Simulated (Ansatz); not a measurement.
Born–Oppenheimer molecular dynamics of CH6AlNO (10 atoms, charge 0, multiplicity 1). It starts at the highest image of a converged band. Of that band: Neighbouring images differ by up to 1.8 eV, so the band resolves the path poorly. The top lies less than 8 meV above the higher end, about what the thresholds resolve: that end is a shoulder or a very shallow well. A vibrational analysis at the climbing image gives no mode beyond 40i cm⁻¹: the surface is too flat there to confirm a saddle point.

Method: RKS PBE-D4/cc-pVDZ in Ansatz.

- ensemble: NVE (velocity Verlet)
- time step: 0.5 fs
- steps asked: 200
- starting velocities drawn for: 300 K
- seed: 11205

Frames 2.5 fs apart, positions in Å.

Velocities at 45.0 fs (Å/ps):

```
Al -1.55 0.11 -0.29
H 0.64 -1.99 20.53
N 1.34 0.27 -1.50
C -0.34 0.20 0.35
H -7.97 9.32 -8.57
O 0.12 -0.19 -0.42
H 3.44 -4.79 -10.65
H 17.56 -20.31 1.19
H -1.27 9.78 23.31
H 12.48 1.84 5.27
```

```xyz
10
Properties=species:S:1:pos:R:3 time_fs=45.0 energy_less_start_eV=0.181 T=125
Al 0.564 -0.850 -0.279
H 2.549 0.124 -0.304
N -0.335 0.468 0.071
C -1.632 0.963 0.524
H 2.086 0.726 -0.174
O 1.893 -1.997 -0.560
H -2.500 0.788 -0.150
H -1.623 2.086 0.613
H -1.960 0.538 1.488
H 1.753 -2.817 -1.066
10
Properties=species:S:1:pos:R:3 time_fs=47.5 energy_less_start_eV=0.181 T=126
Al 0.562 -0.852 -0.280
H 2.555 0.119 -0.255
N -0.337 0.473 0.069
C -1.632 0.962 0.524
H 2.062 0.751 -0.194
O 1.892 -1.996 -0.561
H -2.486 0.770 -0.183
H -1.574 2.040 0.620
H -1.958 0.566 1.546
H 1.779 -2.819 -1.056
10
Properties=species:S:1:pos:R:3 time_fs=50.0 energy_less_start_eV=0.136 T=169
Al 0.565 -0.859 -0.283
H 2.551 0.139 -0.208
N -0.347 0.486 0.071
C -1.631 0.956 0.525
H 2.048 0.754 -0.211
O 1.890 -1.994 -0.560
H -2.457 0.750 -0.208
H -1.522 2.046 0.635
H -1.941 0.605 1.566
H 1.795 -2.835 -1.053
10
Properties=species:S:1:pos:R:3 time_fs=52.5 energy_less_start_eV=0.159 T=147
Al 0.570 -0.869 -0.286
H 2.543 0.172 -0.166
N -0.360 0.502 0.075
C -1.629 0.948 0.526
H 2.038 0.745 -0.224
O 1.887 -1.990 -0.561
H -2.424 0.737 -0.215
H -1.486 2.082 0.645
H -1.917 0.641 1.545
H 1.802 -2.839 -1.043
10
Properties=species:S:1:pos:R:3 time_fs=55.0 energy_less_start_eV=0.203 T=105
Al 0.576 -0.879 -0.289
H 2.553 0.191 -0.128
N -0.372 0.516 0.079
C -1.624 0.947 0.527
H 2.008 0.755 -0.233
O 1.884 -1.988 -0.562
H -2.415 0.736 -0.211
H -1.484 2.087 0.639
H -1.906 0.652 1.536
H 1.801 -2.830 -1.024
10
Properties=species:S:1:pos:R:3 time_fs=57.5 energy_less_start_eV=0.181 T=126
Al 0.581 -0.889 -0.292
H 2.557 0.218 -0.099
N -0.376 0.526 0.082
C -1.619 0.954 0.526
H 1.980 0.762 -0.233
O 1.883 -1.984 -0.562
H -2.440 0.746 -0.201
H -1.519 2.056 0.617
H -1.917 0.631 1.560
H 1.790 -2.838 -1.013
10
Properties=species:S:1:pos:R:3 time_fs=60.0 energy_less_start_eV=0.183 T=124
Al 0.583 -0.896 -0.294
H 2.541 0.261 -0.083
N -0.371 0.529 0.082
C -1.618 0.964 0.527
H 1.967 0.756 -0.222
O 1.882 -1.982 -0.563
H -2.480 0.763 -0.177
H -1.576 2.048 0.593
H -1.935 0.598 1.572
H 1.772 -2.853 -1.004
10
Properties=species:S:1:pos:R:3 time_fs=62.5 energy_less_start_eV=0.129 T=175
Al 0.583 -0.900 -0.295
H 2.538 0.292 -0.071
N -0.357 0.526 0.081
C -1.624 0.970 0.530
H 1.937 0.768 -0.206
O 1.884 -1.982 -0.565
H -2.511 0.777 -0.137
H -1.637 2.093 0.577
H -1.942 0.578 1.540
H 1.752 -2.850 -0.985
10
Properties=species:S:1:pos:R:3 time_fs=65.0 energy_less_start_eV=0.177 T=130
Al 0.581 -0.901 -0.295
H 2.541 0.315 -0.066
N -0.339 0.519 0.078
C -1.635 0.977 0.534
H 1.899 0.791 -0.185
O 1.889 -1.985 -0.568
H -2.526 0.780 -0.102
H -1.684 2.132 0.574
H -1.940 0.570 1.498
H 1.729 -2.850 -0.966
10
Properties=species:S:1:pos:R:3 time_fs=67.5 energy_less_start_eV=0.163 T=142
Al 0.577 -0.900 -0.294
H 2.520 0.351 -0.073
N -0.322 0.511 0.075
C -1.646 0.988 0.535
H 1.880 0.801 -0.152
O 1.895 -1.988 -0.571
H -2.534 0.763 -0.096
H -1.706 2.117 0.584
H -1.935 0.562 1.502
H 1.702 -2.870 -0.954
10
Properties=species:S:1:pos:R:3 time_fs=70.0 energy_less_start_eV=0.182 T=125
Al 0.572 -0.897 -0.293
H 2.501 0.385 -0.089
N -0.310 0.505 0.073
C -1.653 0.999 0.532
H 1.860 0.815 -0.112
O 1.901 -1.993 -0.575
H -2.530 0.730 -0.119
H -1.697 2.079 0.604
H -1.926 0.560 1.543
H 1.679 -2.881 -0.936
10
Properties=species:S:1:pos:R:3 time_fs=72.5 energy_less_start_eV=0.171 T=136
Al 0.567 -0.895 -0.291
H 2.500 0.405 -0.110
N -0.307 0.504 0.074
C -1.658 0.999 0.528
H 1.823 0.841 -0.068
O 1.908 -1.999 -0.579
H -2.503 0.693 -0.150
H -1.665 2.088 0.628
H -1.905 0.581 1.561
H 1.662 -2.877 -0.912
```

Of the whole run (100 fs, mean temperature of the second half 141 K): The conserved energy stayed within 0.14 meV per atom of its start (net change 0.13 meV per atom), so the integration is sound. The temperature averaged 0.47 of the 300 K drawn at the start: a run that starts near a minimum puts about half its kinetic energy into the potential. A run of 0.1 ps of so small a system gives no equilibrium averages. The orbitals stay closed-shell, which can raise the energy where a bond breaks towards radicals; this wasn't checked here.

Time of the run: 4.9 min on 2 threads of Arm Neoverse V1, with other jobs on the host, peak memory 0.13 GiB.
